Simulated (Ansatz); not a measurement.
Reaction (ligand exchange at a Ge–Cl bond): `[Cl][GeH]([Cl])[Cl]` + H₂Se → `[Cl][GeH]([Cl])[SeH]` + HCl

Calculated with Ansatz (gas phase, PBE0-D4/def2-TZVP geometries, no zero-point term in ΔE). CBS: MP2 limit from def2 TZ/QZ plus the TZ coupled-cluster correction, frozen cores. This one scheme is used for every species. DFT in def2-TZVPP. B3LYP here is the variant with VWN-RPA as its local correlation; programs differ in this. For Ge, Se outer-core shells are correlated without core-valence functions, which leaves a few kJ/mol of doubt a bond. Scalar relativity is left out up to krypton. Each species was taken in one conformer, which may not be the lowest.

```csv
level,ΔE (kJ/mol),difference from CCSD(T)/CBS
PBE-D4,6.7,-1.2
BLYP-D4,8.8,0.9
B97M-V,18.7,10.8
B3LYP-D4,9.8,1.9
BHLYP-D4,11.6,3.7
ωB97X-V,14.1,6.2
PBE0,10.1,2.2
BHLYP,16.1,8.2
CAM-B3LYP,16.0,8.1
HF/def2-TZVPP,21.9,14.0
SCS-MP2/def2-TZVPP,11.0,3.1
CCSD/def2-TZVPP,11.2,3.3
MP2/def2-QZVPP,6.7,-1.2
SCS-MP2/def2-QZVPP,10.4,2.5
HF/CBS(def2),22.4,14.5
CCSD/CBS(def2),9.1,1.2
CCSD(T)/CBS,7.9,0
```

Largest T1 diagnostic among the species: 0.009.

In def2-TZVPP, CCSD(T) changes the Hartree–Fock value by −11.9 kJ/mol (the triples alone add −1.2 kJ/mol) and MP2 by −14.1 kJ/mol. The D4 term adds −3.7 kJ/mol with B3LYP and −2.1 kJ/mol with PBE0; it sums over pairs of atoms, weighted by their polarisabilities, and B3LYP, whose exchange is more repulsive, gets the larger term. At CCSD(T), def2-SVP lies +9.4 kJ/mol from the extrapolated value and def2-TZVPP +2.1 kJ/mol.
